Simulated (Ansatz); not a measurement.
`[CH3][AlH][SiH2]C` + `CBN` → `CB[NH][AlH][CH3]` + `C[SiH3]`  (cleavage of the Al–Si bond)

Gas-phase electronic energies from Ansatz, PBE0-D4/def2-TZVP geometries. CBS: MP2 limit from def2 TZ/QZ plus the TZ coupled-cluster correction, frozen cores. This one scheme is used for every species. Functionals use def2-TZVPP. Each species was taken in one conformer, which may not be the lowest.

(1) Is it downhill or uphill in electronic energy at CCSD(T)/CBS, and by how much? (Estimate.)

(2) What do these levels give: revPBE-D4, r2SCAN0-D4, PBE-QIDH, r2SCAN, r2SCAN0, CCSD(T)/def2-SVP? (Estimate.)

Largest T1 diagnostic among the species: 0.011.

Answers

(1) The calculation gave: Downhill: ΔE = -0.89 eV.

(2) The calculation gave: revPBE-D4 -0.70, r2SCAN0-D4 -0.85, PBE-QIDH -0.84, r2SCAN -0.84, r2SCAN0 -0.85, CCSD(T)/def2-SVP -0.90 eV.

From BLYP to BHLYP (50 % exact exchange), in def2-TZVPP and without D4, ΔE moves by −0.11 eV. Leaving LDA and LC-ωPBE aside and taking each functional with its dispersion term where it has one, the values, not all of them listed here, spread over 0.26 eV, from BHLYP-D4 to PBE-D4. LDA lies −0.05 eV from PBE without D4.
